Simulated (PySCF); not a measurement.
PySCF 2.14 output of an unrestricted CAM-B3LYP calculation on a single atom or ion in def2-QZVPPD with the def2 core potential (60 electrons), with a scalar-relativistic core potential:

```
SCF conv_tol = 1e-09
number electrons alpha = 10  beta = 7
    T. Yanai, D. P. Tew, and N. C. Handy.,  Chem. Phys. Lett. 393, 51 (2004)
cycle= 1 E= -134.082643976431  delta_E= -0.00851  |g|= 0.0183  |ddm|= 0.259
cycle= 2 E= -134.082838511354  delta_E= -0.000195  |g|= 0.00498  |ddm|= 0.0487
cycle= 3 E= -134.0828500602  delta_E= -1.15e-05  |g|= 0.00188  |ddm|= 0.00695
cycle= 4 E= -134.082851501958  delta_E= -1.44e-06  |g|= 0.000197  |ddm|= 0.00373
cycle= 5 E= -134.082851536879  delta_E= -3.49e-08  |g|= 4.1e-05  |ddm|= 0.000491
cycle= 6 E= -134.082851539481  delta_E= -2.6e-09  |g|= 9.95e-06  |ddm|= 0.000121
cycle= 7 E= -134.082851539777  delta_E= -2.96e-10  |g|= 1.01e-06  |ddm|= 4.4e-05
converged SCF energy = -134.082851539777  <S^2> = 3.7507241  2S+1 = 4.000362
```

The run itself started from symmetry-adapted Hartree-Fock orbitals and held the occupation by maximum overlap, on a logarithmic radial grid, so the iterations belong to that start.

Task: Which element, charge and spin multiplicity is this?

Result: Au²⁺ (gold, charge +2), multiplicity 4; the state was [Xe] 4f14 5d8 6p1, one real determinant (an excited configuration).

⟨L²⟩ = 14.01 against 20 for a pure G term, so this real determinant mixes terms. Energies and moments cover only the electrons outside the core potential. Spin-orbit coupling, absent here, splits the open shell strongly.
